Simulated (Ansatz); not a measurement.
Input for Ansatz (development build ahead of 0.2.0):

```yaml
crystal:
  periodic: [false, false, false]
  atoms:
    - { symbol: H, position_ang: [-0.45, -0.77942, 0.0] }
    - { symbol: H, position_ang: [0.9, 0.0, 0.0] }
    - { symbol: H, position_ang: [-0.45, 0.77942, 0.0] }
    - { symbol: H, position_ang: [0.45, 0.77942, 0.0] }
    - { symbol: H, position_ang: [0.45, -0.77942, 0.0] }
    - { symbol: H, position_ang: [-0.9, 0.0, 0.0] }
basis:
  gaussian: { orbitals: aug-cc-pVDZ }
hamiltonian:
  xc: hf
correlation:
  method: mp2
  frozen_orbitals: { H: 0 }
output:
  forces: true
```

The input is written out in the form of the current development build from the run's settings.

The run gave:

```yaml
Converged: yes
Reference_energy: -3.23398 hartree
Correlation_energy: -0.11549 hartree
Total_energy: -3.34947 hartree
```

Forces (eV/Å):
```
atom      Fx      Fy     Fz
  H1  -0.878  -1.520  0.000
  H2   1.756   0.000  0.000
  H3  -0.878   1.520  0.000
  H4   0.878   1.520  0.000
  H5   0.878  -1.520  0.000
  H6  -1.756   0.000  0.000
```

Caution: bonds are stretched, where a single reference can fail; stretched shape with no unrestricted run beside it, a lower state can exist.
